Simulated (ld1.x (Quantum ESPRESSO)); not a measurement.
Which change was made? (B, RRKJ)

ld1.x (Quantum ESPRESSO) 7.5 input, shortened:

```
&input
   title='B', zed=5., rel=2, dft='PBE', iswitch=3,
   config='[He] 2s1 2p0 3d-2', rel_dist='average'
 /
 &inputp
   pseudotype=2, tm=.false., rho0=0.02, lloc=1,
   nlcc=.false.
 /
3
2S  1  0   1.00   0.00  1.10  1.10  0.0
3D  3  2  -2.00   0.05  2.05  2.05  0.0
2P  2  1   0.00   0.00  1.90  1.90  0.0
 &test
   configts(1)='2s1 2p0'
 /
```

Open shells are filled in proportion to 2j + 1 (rel_dist='average').

Cutoffs, loose and tight: the cutoffs (Ry, on a coarse ladder) from which the occupation-weighted sum of valence levels, in a spherical-Bessel basis at the reference potential, stays within 10 and 1 mRy of its value at 400 Ry. They do not see the model core or the augmentation charge, which bear on the density cutoff. Test errors are all-electron minus pseudo excitation energies from the reference, over the configurations 2s2 2p1; 2s2 2p0; 2s2 2p0.5; 2s1 2p2; 2s0 2p3; 2s2 2p1.3; 2s1 2p1; variants that change the core or the reference have their own tests.

The base gives: outcome: generated; cutoff, loose: 21 Ry; cutoff, tight: 55 Ry; bound ghosts: none; largest test error (meV): +328.

**Question.** After one change the result is: outcome: generated; bound ghosts: not determined; largest test error (meV): +8.7. Which change was it?
A. core correction a·sin(br)/r model core inside 0.44 bohr
B. type PAW; waves now 2s (bound): rcut 0.95, rcutus 1.10 bohr; 2s channel at 2.15 Ry: rcut 0.95, rcutus 1.10 bohr; 2p (bound): rcut 1.65, rcutus 1.90 bohr; 2p channel at -1.45 Ry: rcut 1.65, rcutus 1.90 bohr; 3d channel at 0.05 Ry: rcut 1.80, rcutus 2.05 bohr; 3d channel at 2.4 Ry: rcut 1.80, rcutus 2.05 bohr; local potential all-electron potential smoothed inside 1.15 bohr (lloc = -2); core correction a·sin(br)/r model core, default radius (ld1.x builds one for every PAW set, though the input has nlcc=.false.); augmentation BESSEL, radius 0.85 bohr; rho0 0
C. local potential all-electron potential smoothed inside 0.85 bohr (lloc = -1)

**Answer.** B. The others give: local potential all-electron potential smoothed inside 0.85 bohr (lloc = -1) → outcome: generated; cutoff, loose: 21 Ry; cutoff, tight: 50 Ry; bound ghosts: d5/2, d3/2, p3/2, p1/2; largest test error (meV): +358 | core correction a·sin(br)/r model core inside 0.44 bohr → outcome: generated; cutoff, loose: 21 Ry; cutoff, tight: 55 Ry; bound ghosts: none; largest test error (meV): +79.
